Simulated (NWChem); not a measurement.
System: C₂H₃F₃Si; SMILES F[SiH2]/C(F)=C\F

Here is an NWChem input.

```
start job
memory heap 200 mb stack 900 mb global 1100 mb
geometry units angstroms
  F     -1.853392    -0.917082     0.879876
  C     -0.634397    -1.415278     0.643019
  C      0.253923    -0.713733    -0.045793
  F      1.455563    -1.301961    -0.250038
  Si     0.036386     1.017914    -0.798250
  F      0.636486     2.057622     0.269624
  H     -0.487661    -2.400243     1.063950
  H     -1.373514     1.328722    -0.919071
  H      0.882686     1.120165    -1.972536
end
basis spherical
  * library def2-svp
end
dft
  xc pbe0
  iterations 150
end
driver
  maxiter 120
end
task dft optimize
task dft freq
```

Excerpt of the output:

```
             Northwest Computational Chemistry Package (NWChem) 7.3.0
             --------------------------------------------------------

 C1  symmetry detected

                             Geometry "geometry" -> ""
                             -------------------------

 Output coordinates in angstroms (scale by  1.889725989 to convert to a.u.)

  No.       Tag          Charge          X              Y              Z
 ---- ---------------- ---------- -------------- -------------- --------------
    1 F                    9.0000    -1.38097812    -1.77313120     0.06235041
    2 C                    6.0000    -0.05386880    -1.67248132     0.19982686
    3 C                    6.0000     0.55784889    -0.51945064    -0.02834303
    4 F                    9.0000     1.90300721    -0.51373916     0.12059781
    5 Si                  14.0000    -0.22782904     1.12810233    -0.55786604
    6 F                    9.0000    -0.46110299     1.97505606     0.78739240
    7 H                    1.0000     0.41443314    -2.59872905     0.50252941
    8 H                    1.0000    -1.54164023     0.88899070    -1.11977627
    9 H                    1.0000     0.74459820     1.87422610    -1.33459711

 Effective nuclear repulsion energy (a.u.)     295.7919638606

                                Z-matrix (autoz)
                                --------

 Units are Angstrom for bonds and degrees for angles

      Type          Name      I     J     K     L     M      Value
      ----------- --------  ----- ----- ----- ----- ----- ----------
    1 Stretch                  1     2                       1.33800
    2 Stretch                  2     3                       1.32504
    3 Stretch                  2     7                       1.08114
    4 Stretch                  3     4                       1.35339
    5 Stretch                  3     5                       1.90056
    6 Stretch                  5     6                       1.60669
    7 Stretch                  5     8                       1.44880
    8 Stretch                  5     9                       1.45108
    9 Bend                     1     2     3               120.37558
   10 Bend                     1     2     7               113.20045
   11 Bend                     2     3     4               116.33203
   12 Bend                     2     3     5               127.69616
   13 Bend                     3     2     7               126.42396
   14 Bend                     3     5     6               106.48162
   15 Bend                     3     5     8               109.86868
   16 Bend                     3     5     9               108.53244
   17 Bend                     4     3     5               115.96884
   18 Bend                     6     5     8               106.26470
   19 Bend                     6     5     9               105.92797
   20 Bend                     8     5     9               119.00981
   21 Torsion                  1     2     3     4        -179.28441
   22 Torsion                  1     2     3     5           0.05868
   23 Torsion                  2     3     5     6          95.59860
   24 Torsion                  2     3     5     8         -19.07711
   25 Torsion                  2     3     5     9        -150.75936
   26 Torsion                  4     3     2     7           0.76735
   27 Torsion                  4     3     5     6         -85.05627
   28 Torsion                  4     3     5     8         160.26802
   29 Torsion                  4     3     5     9          28.58577
   30 Torsion                  5     3     2     7        -179.88956

                           NWChem Geometry Optimization
                           ----------------------------

 maximum gradient threshold         (gmax) =   0.000450
 rms gradient threshold             (grms) =   0.000300
 maximum cartesian step threshold   (xmax) =   0.001800
 rms cartesian step threshold       (xrms) =   0.001200
 fixed trust radius                (trust) =   0.300000
 source of zmatrix                         =   autoz

          -------------------
          Energy Minimization
          -------------------

 Using diagonal initial Hessian
 Scaling for Hessian diagonals: bonds = 1.00  angles = 0.25  torsions = 0.10

          --------
          Step   0

                                 NWChem DFT Module
                                 -----------------

 Summary of "ao basis" -> "ao basis" (spherical)
 ------------------------------------------------------------------------------
       Tag                 Description            Shells   Functions and Types
 ---------------- ------------------------------  ------  ---------------------
 F                          def2-svp                 6       14   3s2p1d
 C                          def2-svp                 6       14   3s2p1d
 Si                         def2-svp                 8       18   4s3p1d
 H                          def2-svp                 3        5   2s1p

            General Information
            -------------------
          SCF calculation type: DFT
          Wavefunction type:  closed shell.
          No. of atoms     :     9
          No. of electrons :    56
           Alpha electrons :    28
            Beta electrons :    28
          Charge           :     0
          Spin multiplicity:     1
          Use of symmetry is: off; symmetry adaption is: off
          Maximum number of iterations: 150
          AO basis - number of functions:   103
                     number of shells:    47
          Convergence on energy requested:  1.00D-06
          Convergence on density requested:  1.00D-05
          Convergence on gradient requested:  5.00D-04

              XC Information
              --------------
                         PBE0 Method XC Functional
                     Hartree-Fock (Exact) Exchange  0.250
          PerdewBurkeErnzerhof Exchange Functional  0.750
            Perdew 1991 LDA Correlation Functional  1.000 local
           PerdewBurkeErnz. Correlation Functional  1.000 non-local

             Grid Information
             ----------------
          Grid used for XC integration:  medium
          Radial quadrature: Mura-Knowles
          Angular quadrature: Lebedev.
          Tag              B.-S. Rad. Rad. Pts. Rad. Cut. Ang. Pts.
          ---              ---------- --------- --------- ---------
          F                   0.50       49          12.0       434
          C                   0.70       49          11.0       434
          Si                  1.10       88          11.0       590
          H                   0.35       45          12.0       434
          Grid pruning is: on
          Number of quadrature shells:   468
          Spatial weights used:  Erf1

      Superposition of Atomic Density Guess
      -------------------------------------

 Sum of atomic energies:        -663.36353652

      Non-variational initial energy
      ------------------------------

 Total energy =    -665.316385
 1-e energy   =   -1509.051423
 2-e energy   =     547.943074
 HOMO         =      -0.270649
 LUMO         =       0.015852

   convergence    iter        energy       DeltaE   RMS-Dens  Diis-err
 ---------------- ----- ----------------- --------- --------- ---------
 d= 0,ls=0.0,diis     1   -666.0481417335 -9.62D+02  1.58D-02  9.85D-01
 d= 0,ls=0.0,diis     2   -665.9948707305  5.33D-02  8.26D-03  1.84D+00
 d= 0,ls=0.0,diis     3   -666.1597267314 -1.65D-01  1.08D-03  2.84D-02
 d= 0,ls=0.0,diis     4   -666.1618229083 -2.10D-03  3.01D-04  1.62D-03
 d= 0,ls=0.0,diis     5   -666.1619707196 -1.48D-04  8.77D-05  1.65D-04
  Resetting Diis
 d= 0,ls=0.0,diis     6   -666.1619854545 -1.47D-05  2.93D-05  1.39D-05
 d= 0,ls=0.0,diis     7   -666.1619865724 -1.12D-06  1.55D-05  9.09D-07
 d= 0,ls=0.0,diis     8   -666.1619865212  5.11D-08  8.95D-06  1.52D-06

[...]

      ----------------------
      Optimization converged
      ----------------------

  Step       Energy      Delta E   Gmax     Grms     Xrms     Xmax
  ---- ---------------- -------- -------- -------- -------- --------
@   17    -666.16499719 -1.0D-07  0.00005  0.00002  0.00047  0.00120
                                     ok       ok       ok       ok

                                Z-matrix (autoz)
                                --------

 Units are Angstrom for bonds and degrees for angles

      Type          Name      I     J     K     L     M      Value     Gradient
      ----------- --------  ----- ----- ----- ----- ----- ---------- ----------
    1 Stretch                  1     2                       1.32480   -0.00003
    2 Stretch                  2     3                       1.33738   -0.00001
    3 Stretch                  2     7                       1.09482   -0.00003
    4 Stretch                  3     4                       1.34554    0.00005
    5 Stretch                  3     5                       1.87598    0.00003
    6 Stretch                  5     6                       1.62515    0.00004
    7 Stretch                  5     8                       1.48290    0.00000
    8 Stretch                  5     9                       1.48523   -0.00001
    9 Bend                     1     2     3               121.43626   -0.00000
   10 Bend                     1     2     7               114.55123    0.00000
   11 Bend                     2     3     4               117.06817    0.00001
   12 Bend                     2     3     5               126.40269   -0.00000
   13 Bend                     3     2     7               124.01236    0.00000
   14 Bend                     3     5     6               109.83829   -0.00000
   15 Bend                     3     5     8               109.74140    0.00000
   16 Bend                     3     5     9               108.04388    0.00001
   17 Bend                     4     3     5               116.52782   -0.00000
   18 Bend                     6     5     8               108.43385    0.00000
   19 Bend                     6     5     9               107.66250    0.00000
   20 Bend                     8     5     9               113.07663   -0.00001
   21 Torsion                  1     2     3     4         179.44028    0.00000
   22 Torsion                  1     2     3     5          -0.99406   -0.00000
   23 Torsion                  2     3     5     6         101.22020    0.00000
   24 Torsion                  2     3     5     8         -17.89854   -0.00000
   25 Torsion                  2     3     5     9        -141.60128    0.00000
   26 Torsion                  4     3     2     7          -0.41302    0.00001
   27 Torsion                  4     3     5     6         -79.21207   -0.00000
   28 Torsion                  4     3     5     8         161.66919   -0.00001
   29 Torsion                  4     3     5     9          37.96645   -0.00000
   30 Torsion                  5     3     2     7         179.15264    0.00000

                         Geometry "geometry" -> "geometry"
                         ---------------------------------

 Output coordinates in angstroms (scale by  1.889725989 to convert to a.u.)

  No.       Tag          Charge          X              Y              Z
 ---- ---------------- ---------- -------------- -------------- --------------
    1 F                    9.0000    -1.37877705    -1.78313397     0.00961488
    2 C                    6.0000    -0.06837064    -1.67626178     0.17242134
    3 C                    6.0000     0.56271479    -0.50941437     0.00276491
    4 F                    9.0000     1.89339941    -0.49838438     0.20187997
    5 Si                  14.0000    -0.22303313     1.11872091    -0.49830438
    6 F                    9.0000    -0.41682151     2.06327696     0.80988514
    7 H                    1.0000     0.43262733    -2.60827750     0.45343929
    8 H                    1.0000    -1.55619417     0.86810231    -1.09735330
    9 H                    1.0000     0.70892323     1.81421566    -1.42223341

 Effective nuclear repulsion energy (a.u.)     295.0522221235

                Final and change from initial internal coordinates
                --------------------------------------------------

                                Z-matrix (autoz)
                                --------

 Units are Angstrom for bonds and degrees for angles

[...]

 Rotational Constants
 --------------------
 A=   0.120906 cm-1  (  0.173953 K)
 B=   0.066804 cm-1  (  0.096114 K)
 C=   0.048858 cm-1  (  0.070295 K)

 Temperature                      =   298.15K
 frequency scaling parameter      =   1.0000

 Zero-Point correction to Energy  =   30.024 kcal/mol  (  0.047846 au)
 Thermal correction to Energy     =   34.298 kcal/mol  (  0.054657 au)
 Thermal correction to Enthalpy   =   34.890 kcal/mol  (  0.055600 au)

 Total Entropy                    =   83.964 cal/mol-K
   - Translational                =   40.038 cal/mol-K (mol. weight = 111.9956)
   - Rotational                   =   27.792 cal/mol-K (symmetry #  =        1)
   - Vibrational                  =   16.134 cal/mol-K

 Cv (constant volume heat capacity) =   22.627 cal/mol-K
   - Translational                  =    2.979 cal/mol-K
   - Rotational                     =    2.979 cal/mol-K
   - Vibrational                    =   16.668 cal/mol-K

[normal modes left out]

 ----------------------------------------------------------------------------
 Normal Eigenvalue ||           Projected Infra Red Intensities
  Mode   [cm**-1]  || [atomic units] [(debye/angs)**2] [(KM/mol)] [arbitrary]
 ------ ---------- || -------------- ----------------- ---------- -----------
    1       -0.000 ||    0.000084           0.002         0.082       0.020
    2       -0.000 ||    0.000330           0.008         0.322       0.078
    3        0.000 ||    0.000233           0.005         0.227       0.055
    4        0.000 ||    0.000261           0.006         0.254       0.062
    5        0.000 ||    0.000034           0.001         0.033       0.008
    6        0.000 ||    0.000005           0.000         0.005       0.001
    7       35.907 ||    0.001217           0.028         1.187       0.287
    8      161.644 ||    0.000427           0.010         0.416       0.101
    9      167.107 ||    0.004112           0.095         4.008       0.971
   10      305.315 ||    0.010082           0.233         9.828       2.381
   11      329.535 ||    0.015427           0.356        15.039       3.643
   12      461.434 ||    0.025386           0.586        24.747       5.995
   13      521.174 ||    0.011011           0.254        10.735       2.600
   14      622.769 ||    0.012180           0.281        11.874       2.876
   15      665.921 ||    0.062158           1.434        60.595      14.678
   16      754.000 ||    0.010723           0.247        10.454       2.532
   17      870.910 ||    0.025277           0.583        24.642       5.969
   18      892.647 ||    0.014057           0.324        13.703       3.319
   19      922.155 ||    0.225547           5.204       219.875      53.260
   20      958.183 ||    0.206439           4.763       201.247      48.748
   21     1226.125 ||    0.233636           5.390       227.760      55.171
   22     1236.226 ||    0.037372           0.862        36.432       8.825
   23     1324.802 ||    0.005350           0.123         5.216       1.263
   24     1746.196 ||    0.060181           1.388        58.668      14.211
   25     2285.002 ||    0.082107           1.894        80.042      19.389
   26     2301.070 ||    0.095772           2.210        93.364      22.616
   27     3223.690 ||    0.003984           0.092         3.884       0.941
 ----------------------------------------------------------------------------
```

Level: PBE0/def2-SVP.
